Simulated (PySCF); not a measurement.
Values are calculated unless marked as measured or tabulated.
# C3H9B(+)

The system: C3H9B(+), a small molecule; charge +1, doublet. The structure, one conformer, was relaxed in the gas phase by PBE0-D3(BJ)/def2-SVP. No frequency run checks that it is a minimum.

SMILES: CB(C)C (charge +1)

Coordinates in Å:
```
B1      0.249   -0.087    0.150
C2     -1.119   -0.955    0.053
C3      1.688   -0.573    0.163
C4     -0.330    1.418    0.264
H5     -0.979   -1.345   -0.975
H6     -2.118   -0.532    0.188
H7     -0.874   -1.688    0.849
H8      1.966   -0.755    1.221
H9      1.830   -1.526   -0.370
H10     2.401    0.170   -0.229
H11     0.130    1.826   -0.659
H12    -1.394    1.664    0.319
H13     0.201    1.711    1.193
```

EPR values by unrestricted B3LYP, IGLO-III on B C, pcH-1 on H.

(1) Predict g and the largest hyperfine couplings. Where does the spin sit?

(2) How do the isotropic couplings move with BHandHLYP?

## Answers

(1) g = 2.0022, 2.0022, 2.0036. The spin sits on C2 (37 %, bonded to 1 B + 3 H), C4 (36 %, bonded to 1 B + 3 H) by Mulliken populations.
```
atom  isotope  isotropic (MHz)  dipolar, principal values (MHz)
  C2      13C             71.3               -38.7, -35.7, 74.4
  C4      13C             71.4               -37.9, -34.9, 72.8
  H7       1H             91.2                -17.8, -4.8, 22.6
 H13       1H             81.3                -17.4, -4.4, 21.8
 H11       1H             68.3                -17.3, -3.9, 21.2
  H5       1H             55.6                -17.5, -3.6, 21.1
```

(2) C2 71.3 to 82.5 MHz, C4 71.4 to 82.6 MHz, H7 91.2 to 87.4 MHz, H13 81.3 to 77.1 MHz.
